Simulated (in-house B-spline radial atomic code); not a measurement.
Results of a calculation; reference values are marked as such.
**Two electrons in InAs: a Gaussian well −V exp(−r²/w²) with V = 10.9 meV and w = 165 nm**

For InAs the NSM archive of the Ioffe Institute lists m* = 0.023 m0 and ε = 15.15. In so narrow a gap the band flattens within tens of meV, so real spacings are smaller, by up to some tenths.

Effective-mass model with parabolic bands, a uniform dielectric constant, no image charges, no central-cell or spin-orbit terms. Two-electron levels come from full CI in B-splines with partial waves to l = 5 (up to 0.001 effective hartree above the limit).

(1) What are the effective units, and what is the potential in them?

In these units the lowest s and p orbitals lie at -3.126160 and -2.586905, and their Coulomb and exchange integrals are J_ss = 0.588567, J_sp = 0.482465 and K_sp = 0.09471. Full CI gives -5.730024 for the ground singlet, -5.342666 for the sp triplet, -5.202102 for the sp singlet and -4.877847 for the lowest triplet of two s orbitals.

(2) What does it cost to add the second electron, to first order and exactly?

(3) How far above the singlet do the triplets lie?

Results:

(1) Ha* = 27211.386 meV × 0.023/15.15² = 2.727 meV and a* = 0.0529177 nm × 15.15/0.023 = 34.86 nm. V = 3.98 Ha* and w = 4.72 a*.

(2) To first order E = 2ε_s + J_ss = -5.663753, so the charging energy E(2) − 2E(1) is J_ss = 1.605 meV. CI gives -5.730024 − 2 × (-3.126160) = 0.522295, or 1.424 meV: relaxation and correlation lower it by 0.1807 meV, 11.3 % of J_ss. The s² configuration of one-electron orbitals holds 95.3 % of the state, and the mean radius is 58.7 nm. The second electron is bound by ε_s − E = 7.1 meV, against 8.524 meV for the first.

(3) To first order the sp triplet lies at ε_s + ε_p + J_sp − K_sp = -5.325314, which is 0.9229 meV above 2ε_s + J_ss. CI gives -5.342666 − (-5.730024) = 0.387358, or 1.056 meV, 72 % of the orbital spacing of 1.47 meV. The ss triplet lies 2.324 meV up, so the lower of the two is the sp one, and its gap equals k_BT at 12.3 K. The sp singlet-triplet splitting is 0.3833 meV, against 2K_sp = 0.5165 meV.
